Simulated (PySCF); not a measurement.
F, charge -1, singlet. Base run: M062X/6-31+G*, TDA in PySCF.

Input for PySCF:
```python
from pyscf import gto, scf, dft, tdscf

mol = gto.M(
    atom='''
F     0.00000000    0.00000000    0.00000000
''',
    basis='6-31+g*',
    charge=-1,
    verbose=3,
)

mf = dft.RKS(mol)
mf.xc = 'm062x'
mf.kernel()
td = mf.TDA()
td.nstates = 5
td.kernel()
td.analyze()
```

The base run was repeated with changes; each row names its change, and settings that it needs were set with it.

| change | first excitation (eV) | oscillator strength of the first | second (eV) |
|---|---|---|---|
| base | 9.85 | 0.166 | 9.85 |
| functional = blyp | 9.19 | 0.175 | 9.19 |
| functional = wb97x | 9.57 | 0.167 | 9.57 |
| nstates = 10 | 9.85 | 0.166 | 9.85 |
| guess vectors = 13 for 5 states | 9.85 | 0.166 | 9.85 |
| functional = bhandhlyp | 10.17 | 0.170 | 10.17 |
| response = full linear response | 9.84 | 0.162 | 9.84 |
| functional = camb3lyp | 9.68 | 0.172 | 9.68 |
| functional = b3lyp | 9.60 | 0.172 | 9.60 |
| states = triplets | 9.17 | - | 9.17 |

An iterative solver can miss low states, so a row lists the states that it found.
